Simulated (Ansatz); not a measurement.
Geometry optimisation, RKS PBE0-D4/def2-SVP (Ansatz 0.2.0).

input.yaml

```yaml
crystal:
  periodic: [false, false, false]
  atoms:
    - { symbol: Ti, position_ang: [0.0, 0.0, 0.0] }
    - { symbol: Cl, position_ang: [0.0, 0.0, 2.37] }
    - { symbol: O, position_ang: [1.8106, 0.0, -0.6394] }
    - { symbol: H, position_ang: [2.1269, -0.9521, -0.756] }
    - { symbol: O, position_ang: [-0.9043, 1.5667, -0.6394] }
    - { symbol: H, position_ang: [-1.8621, 1.336, -0.8617] }
    - { symbol: O, position_ang: [-0.9043, -1.5667, -0.6394] }
    - { symbol: Si, position_ang: [-1.786, -2.6287, 0.3184] }
    - { symbol: H, position_ang: [-1.3764, -2.4828, 1.7121] }
    - { symbol: H, position_ang: [-3.2095, -2.3281, 0.1961] }
    - { symbol: H, position_ang: [-1.5394, -3.9994, -0.1197] }
basis:
  gaussian: { orbitals: def2-SVP }
hamiltonian:
  xc: pbe0
  dispersion: d4
relax:
  f_tol: 0.02
  max_steps: 40
output:
  orbitals: {}
```

Launched with:

```bash
$ ansatz run input.yaml --threads 4 --pin off --max-ram 5120MiB --backend cpu --events-out ev --progress --plain --runs-dir out
```

Problem. Where does it end, and by what steps?

Solution. It converged. The force dipped under the threshold on the way, but the program's further checks kept it going. After 13 steps the energy has fallen by 1.315 eV; H9 moved furthest, 0.74 Å.

```
step  energy less start (eV)  largest force component (eV/Å)  accepted
   0                  0.0000                           3.257       yes
   1                 -1.0714                           1.390       yes
   2                 -1.1978                           0.361       yes
   3                 -1.2462                           0.259       yes
   4                 -1.2863                           0.525       yes
   5                 -1.3077                           0.136       yes
   6                 -1.3118                           0.225       yes
   7                 -1.3140                           0.040       yes
   8                 -1.3147                           0.018       yes
   9                 -1.3151                           0.026       yes
  10                 -1.3153                           0.008       yes
  11                 -1.3154                           0.008       yes
  12                 -1.3153                           0.025        no
  13                 -1.3154                           0.009       yes
```

```xyz
11
Properties=species:S:1:pos:R:3
Ti 0.020 0.073 0.038
Cl 0.311 0.631 2.164
O 1.578 -0.165 -0.758
H 2.208 -0.892 -0.737
O -0.841 1.355 -0.817
H -1.763 1.630 -0.811
O -0.921 -1.423 0.055
Si -1.853 -2.767 0.382
H -1.711 -3.131 1.821
H -3.282 -2.464 0.076
H -1.392 -3.902 -0.471
```

Run time: 42 s on 4 threads of AMD EPYC 7B13 (Zen 3), on a shared host, peak memory 0.41 GiB.
